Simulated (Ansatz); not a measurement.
A nudged elastic band was laid between two geometries of AlCl4FH3OTa (11 atoms, charge 0, multiplicity 1).

These are results of RKS PBE/def2-SVP (Ansatz 0.2.0), not measurements.

- movable images: 5
- climbing image: yes
- spring: 5.0 eV/Å²
- optimiser: quadratic models (default)
- start path: through a guess of the saddle point
- force threshold: 0.05 eV/Å
- iteration limit: 60
- end points: relaxed

First end point:

```xyz
11
Properties=species:S:1:pos:R:3
Ta 0.274 -0.083 0.149
Cl 2.360 0.871 0.390
Cl -0.346 0.350 2.376
Cl 0.633 -0.700 -2.087
F -0.817 1.333 -0.418
Cl -1.709 -1.747 0.096
O 1.047 -1.955 0.765
Al -0.193 -3.384 0.790
H 0.076 -4.383 -0.420
H -0.513 -3.807 2.292
H 1.962 -2.036 1.092
```

Last end point:

```xyz
11
Properties=species:S:1:pos:R:3
Ta -0.422 -0.165 0.192
Cl 3.635 -1.189 0.672
Cl 0.569 1.651 1.196
Cl 0.331 0.204 -1.948
F -2.153 0.307 0.747
Cl -1.699 -2.255 -0.736
O 0.425 -1.517 1.083
Al -0.201 -3.286 0.758
H 0.887 -4.076 -0.086
H -1.038 -3.801 2.007
H 2.438 -1.415 1.140
```

Problem. Which bonds break or form, and what moves?

Solution. Bonds broken: Ta1–Cl2, O7–H11. Bonds formed: Cl2–H11. AlCl4FH3OTa becomes AlCl3FH2OTa + ClH.

Problem. Give the energies along the band, and the barrier.

Solution. The forces met the threshold. The highest image is number 5 of 0 to 6, 18.6 kcal/mol above the first end and 5.0 kcal/mol above the last; the last end lies 13.5 kcal/mol above the first. The profile has 2 maxima (images 2, 5) with wells between them (image 4): this band takes more than one step, which may be the mechanism or a detour left from its start path. A structure lower than the first end lies on the path between it and the top, so the climb from that side starts below the end, which may itself be a saddle point or a shallow side well. A vibrational analysis at the climbing image gives one clearly imaginary mode, 545i cm⁻¹: a first-order saddle point. The orbitals stay closed-shell, which can raise the energy where a bond breaks towards radicals; this wasn't checked here.

```csv
image,path coordinate (Å),energy (kcal/mol),Ta1–Cl2 (Å),O7–H11 (Å),Cl2–H11 (Å)
0,0.00,0.0,2.31,0.98,3.02
1,1.35,6.4,2.34,0.98,2.91
2,2.70,10.9,2.37,0.98,2.78
3,4.05,5.1,2.37,0.98,2.84
4,5.40,-1.0,2.36,0.98,2.59
5,6.75,18.6,2.73,1.39,1.46
6,8.94,13.5,4.21,2.02,1.31
```

Problem. What is the geometry of the highest image?

Solution. 
```xyz
11
Properties=species:S:1:pos:R:3
Ta 0.042 -0.194 0.252
Cl 2.657 -0.883 -0.127
Cl 0.756 1.570 1.544
Cl 0.255 0.760 -1.846
F -1.749 0.097 0.686
Cl -0.867 -2.275 -1.054
O 0.558 -1.678 1.364
Al -0.204 -3.356 0.930
H 0.967 -4.376 0.579
H -1.496 -3.634 1.815
H 1.854 -1.571 0.880
```

Run time: 4.4 min on 4 threads of Intel(R) Xeon(R) Platinum 8488C (Sapphire Rapids), on a shared host, peak memory 0.33 GiB.
